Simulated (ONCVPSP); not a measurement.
**Reading a pseudo-wave (sulfur)**

Columns: radius, all-electron u(r) and pseudo u(r) of the 3p shell (level -6.98 eV) of sulfur in the configuration [Ne] 3s2 3p4; revPBE, scalar-relativistic, ONCV scheme, ONCVPSP 4.0.1.

| r (bohr) | all-electron | pseudo |
| --- | --- | --- |
| 0.075 | -0.1094 | 0.0041 |
| 0.150 | -0.2485 | 0.0162 |
| 0.225 | -0.3203 | 0.0364 |
| 0.300 | -0.3209 | 0.0643 |
| 0.375 | -0.2683 | 0.0995 |
| 0.450 | -0.1825 | 0.1410 |
| 0.525 | -0.0792 | 0.1877 |
| 0.600 | 0.0300 | 0.2383 |
| 0.675 | 0.1378 | 0.2917 |
| 0.750 | 0.2394 | 0.3467 |
| 0.825 | 0.3320 | 0.4024 |
| 0.900 | 0.4144 | 0.4575 |
| 0.975 | 0.4865 | 0.5107 |
| 1.050 | 0.5483 | 0.5604 |
| 1.125 | 0.6000 | 0.6052 |
| 1.200 | 0.6419 | 0.6437 |
| 1.275 | 0.6747 | 0.6752 |
| 1.350 | 0.6992 | 0.6993 |
| 1.425 | 0.7163 | 0.7163 |
| 1.500 | 0.7268 | 0.7268 |
| 1.575 | 0.7316 | 0.7315 |
| 1.650 | 0.7313 | 0.7313 |
| 1.725 | 0.7268 | 0.7268 |
| 1.800 | 0.7188 | 0.7188 |
| 1.875 | 0.7077 | 0.7077 |
| 1.950 | 0.6942 | 0.6942 |

Problem. How many radial nodes do the two functions have?

Solution. The all-electron 3p function has n − l − 1 = 1; the pseudo-wave has 0, since the states of the same l below it are removed with the core.

Problem. At about which radius was the pseudo-wave matched?

Solution. 1.50 bohr. The columns agree to 0.0005 from 1.35 bohr on; several derivatives are matched, so the curves merge somewhat inside the radius.

Problem. Where does each function peak?

Solution. Outermost all-electron maximum near 1.57 bohr, pseudo maximum near 1.57 bohr (to the table’s step).

Problem. Is the pseudo-wave norm-conserving?

Solution. Yes: the ONCV scheme keeps the norm inside the radius equal to the all-electron one, which fixes the energy derivative of the logarithmic derivative at the level.
